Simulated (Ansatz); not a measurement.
Isolated molecules relaxed with PBE0-D4/def2-TZVP in Ansatz; ΔE leaves out vibrations. CCSD(T)/CBS is the MP2 limit (def2-TZVPP, def2-QZVPP) plus CCSD(T) − MP2 in def2-TZVPP, frozen cores. This one scheme is used for every species. DFT in def2-TZVPP. B3LYP here is the variant with VWN-RPA as its local correlation; programs differ in this. For Ga outer-core shells are correlated without core-valence functions, which leaves a few kJ/mol of doubt a bond. Scalar relativity is left out up to krypton. One conformer a species, not always the lowest.

`[F][Ga]([Cl])[Cl]` + NH₃ → `[NH2][Ga]([Cl])[Cl]` + H–F  (ligand exchange at a Ga–F bond)

| level | ΔE (kJ/mol) | difference from CCSD(T)/CBS |
| --- | --- | --- |
| BLYP-D4 | 37.3 | 15.7 |
| BHLYP-D4 | 32.6 | 11.0 |
| PBE-QIDH | 28.1 | 6.5 |
| PBE0 | 31.8 | 10.2 |
| B3LYP | 39.6 | 18.0 |
| HF/def2-SVP | 45.1 | 23.5 |
| MP2/def2-SVP | 40.2 | 18.6 |
| MP2/def2-QZVPP | 21.5 | -0.1 |
| HF/CBS(def2) | 44.2 | 22.6 |
| CCSD/CBS(def2) | 22.4 | 0.8 |
| CCSD(T)/CBS | 21.6 | 0 |

Largest T1 diagnostic among the species: 0.012.

From r2SCAN to r2SCAN0 (25 % exact exchange), in def2-TZVPP and without D4, ΔE moves by −4.6 kJ/mol. Leaving LDA and LC-ωPBE aside and taking each functional with its dispersion term where it has one, the values, not all of them listed here, spread over 16.8 kJ/mol, from PBE-QIDH to B97M-V. LDA lies −14.1 kJ/mol from PBE without D4. In def2-TZVPP, CCSD(T) changes the Hartree–Fock value by −13.6 kJ/mol (the triples alone add −0.7 kJ/mol) and MP2 by −17.3 kJ/mol.
